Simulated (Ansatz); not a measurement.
Abridged output of a molecular run in Ansatz:

```
Functional definition: HF
1676 factors; integrals over basis functions are off by at most 1.2e-3 eV
mean field evaluation 1: about -22302.6422 eV, gradient 3.2e1 eV
mean field evaluation 2: about -22302.9075 eV, gradient 3.2e1 eV
mean field evaluation 4: about -22306.0803 eV, gradient 4.2e0 eV
mean field evaluation 8: about -22306.1446 eV, gradient 2.3e-1 eV
mean field -22306.14491092 eV, -819.7357058282 hartree, gradient 1.8e-6 eV, S^2 0.000000; 0 other end points of the search recorded, 0 dependent functions left out
13 core orbitals not correlated: weight in the atoms' cores, before any rotation towards them, 1.000 or more for the frozen orbitals, at most 0.000 for the correlated occupied ones
reference -22306.14491092 eV, -819.7357058282 hartree; 15, 15 occupied and 261, 261 virtual orbitals, 1676 factors
second order -21.79665177 eV of doubles, -0.00000000 eV of singles
cycle   1  -22.75872327 eV  change   -9.6e-1 eV  update   1.0e-1
cycle   2  -23.34585738 eV  change   -5.9e-1 eV  update   3.0e-2
cycle   3  -23.45924849 eV  change   -1.1e-1 eV  update   1.5e-2
cycle   4  -23.45271474 eV  change    6.5e-3 eV  update   3.8e-3
cycle   5  -23.45134307 eV  change    1.4e-3 eV  update   1.7e-3
cycle   6  -23.45166071 eV  change   -3.2e-4 eV  update   5.4e-4
cycle   7  -23.45151027 eV  change    1.5e-4 eV  update   2.1e-4
cycle   8  -23.45155148 eV  change   -4.1e-5 eV  update   8.0e-5
cycle   9  -23.45157596 eV  change   -2.4e-5 eV  update   3.3e-5
perturbative correction -0.97873552 eV, -0.0359678671 hartree
Total energy: -22330.57522240 eV, -820.6335032157 hartree
```

Its atoms:

Z-matrix (Å, degrees):
```
C
C 1 1.501
H 1 1.095 2 112.6
H 1 1.091 2 112.5 3 -123.6
H 1 1.096 2 107.3 3 118.3
C 2 1.501 1 114.0 3 -50.9
Al 2 1.976 1 121.6 3 148.1
Cl 2 1.955 1 106.5 3 66.3
H 6 1.091 2 112.5 1 174.5
H 6 1.096 2 107.3 1 -67.4
H 6 1.095 2 112.6 1 50.9
H 7 1.585 2 117.5 1 165.4
H 7 1.585 2 117.5 1 -5.8
```

(1) Which basis set was used?
A. def2-TZVPP
B. def2-SVPD
C. def2-SVP
D. def2-TZVPPD

(2) Write the keys of the input that set method, charge and spin (a neutral closed shell needs none for the last two).

## Answers

(1) A. It gives 289 functions.

(2) 
```yaml
correlation: {method: ccsd_t}
```
